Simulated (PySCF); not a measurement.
Method: TPSSh-D3(BJ)/def2-TZVP // r2SCAN-D4/def2-SVP (PySCF 2.14.0). All species are isolated molecules in the gas phase. 

Reference species: [Cd(CH3)(Br)] (neutral, multiplicity 1).

```yaml
dipole_moment: 3.03 D
```

Changed species: [Cd(CH3)(F)] (Y = F; the reference has Y = Br).

Question: What does the change do to the dipole moment?

Answer: the dipole moment increases by 0.20 D, to 3.23 D.
